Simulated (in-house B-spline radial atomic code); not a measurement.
**BLYP excitations of N⁵⁺**

Method: BLYP. Computed with a B-spline radial code for spherical atoms: linear response of the closed shell 1s2 with the functional's adiabatic kernel; scalar-relativistic (spin-free one-electron X2C), finite nucleus, no spin-orbit coupling, no double excitations, S, P, D and F terms only.

Command:
```bash
python run_td.py task.json out
```
Settings (radii: box in bohr, nucleus in fm):
```
Z                        7
electrons                2
configuration            1s2
hamiltonian              x2c
method                   b88,lyp
box_radius               16.35
rms_radius               2.5582
intervals                73
```

Cost of the run: 0.2 s on 1 thread of Arm Neoverse N1, with other jobs on the host.

The lowest states, in the order of their Tamm-Dancoff energies; the method's threshold (minus the highest occupied level) is 512.01 eV. Labels give the largest channel, * marks a mixed state, and oscillator strengths are full-response dipole values. Semilocal kernels can invert the small singlet-triplet splittings of Rydberg terms. Energies in eV:

| state | full response | Tamm-Dancoff | oscillator strength |
| --- | --- | --- | --- |
| 1s → 2s 3S | 399.22 | 399.25 | - |
| 1s → 2p 3P | 407.14 | 407.19 | - |
| 1s → 2s 1S | 408.75 | 408.88 | - |
| 1s → 2p 1P | 414.78 | 414.82 | 0.579 |
| 1s → 3s 3S | ? | ? | - |
| 1s → 3s 1S | 469.84 | 469.87 | - |
| 1s → 3p 3P | 470.22 | 470.23 | - |
| 1s → 3d 3D | 470.88 | 470.89 | - |
| 1s → 3p 1P | 471.66 | 471.67 | 0.122 |
| 1s → 3d 1D | 471.68 | 471.68 | - |
| 1s → 4s 3S | 488.32 | 488.33 | - |
| 1s → 4s 1S | 489.05 | 489.06 | - |
| 1s → 4p 3P | 489.26 | 489.27 | - |
| 1s → 4d 3D | 489.56 | 489.56 | - |
| 1s → 4p 1P | 489.80 | 489.81 | 0.0451 |
| 1s → 4d 1D | 489.90 | 489.91 | - |
| 1s → 4f 3F | 490.50 | 490.50 | - |
| 1s → 4f 1F | ? | ? | - |

Where does 1s → 3s 3S lie?

At 467.86 eV in full response, 467.87 eV in Tamm-Dancoff.

Where does 1s → 4f 1F lie?

At 490.52 eV in full response, 490.52 eV in Tamm-Dancoff.

How large is the singlet-triplet splitting of 1s → 2s (S terms) in Tamm-Dancoff?

9.63 eV, from the unrounded values.

What polarisabilities and dispersion coefficient does the method give?

Dipole 0.004776 bohr³, quadrupole 0.0004095 bohr⁵, C6 0.0003117 hartree·bohr⁶ for two such species.
